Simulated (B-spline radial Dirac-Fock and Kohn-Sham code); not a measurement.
Two-hole binding energies of Yb²⁺

System: ytterbium as Yb²⁺, configuration [Xe] 4f14.

Input of the calculation (task.json; shells as n, l, electrons):

```json
{"items": [{
  "Z": 70,
  "q": 2,
  "cfg": [[1, 0, 2], [2, 0, 2], [2, 1, 6], [3, 0, 2], [3, 1, 6], [3, 2, 10], [4, 0, 2], [4, 1, 6], [4, 2, 10], [4, 3, 14], [5, 0, 2], [5, 1, 6]],
  "A": 174,
  "rrms": 5.3108,
  "do": ["binding", "quiet", "double"]
}]}
```

Run with: `python xray_run.py task.json out`

Model: ΔSCF Dirac-Fock with Breit, self-energy and vacuum polarisation, finite nucleus, configuration average. Program: a radial finite-basis atomic code. U is the two-hole binding energy less the two single-hole energies, the effective repulsion of the holes after relaxation. Each two-hole energy is an average over J within one jj subconfiguration.

```
          holes  E(a) (eV)  E(b) (eV)  E(ab) (eV)  U (eV)
   1s⁻¹ 3d3/2⁻¹    61344.0     1590.7     63022.7    88.1
   2s⁻¹ 2p1/2⁻¹    10510.0     9994.0     20692.7   188.7
        2p1/2⁻²     9994.0     9994.0           ?       ?
   2p1/2⁻¹ 3s⁻¹     9994.0     2418.5     12489.3    76.8
2p1/2⁻¹ 3p3/2⁻¹     9994.0     1969.9     12042.4    78.5
2p1/2⁻¹ 3d3/2⁻¹     9994.0     1590.7     11668.1    83.4
2p3/2⁻¹ 3p1/2⁻¹     8958.8     2192.7     11234.2    82.7
2p3/2⁻¹ 3d3/2⁻¹     8958.8     1590.7     10636.2    86.8
        3p1/2⁻²     2192.7     2192.7      4445.2    59.8
3p1/2⁻¹ 3p3/2⁻¹     2192.7     1969.9      4213.9    51.4
3d3/2⁻¹ 3d5/2⁻¹     1590.7     1543.0      3196.0    62.4
4d3/2⁻¹ 4d5/2⁻¹      215.1      206.0       445.0    23.8
5p1/2⁻¹ 5p3/2⁻¹      51.37      45.25       110.9    14.3
        4f7/2⁻²      20.45      20.45       61.41    20.5
```

Q: Give the missing two-hole energy and U.

A: E(ab) = 20245.1 eV and U = 257.1 eV.
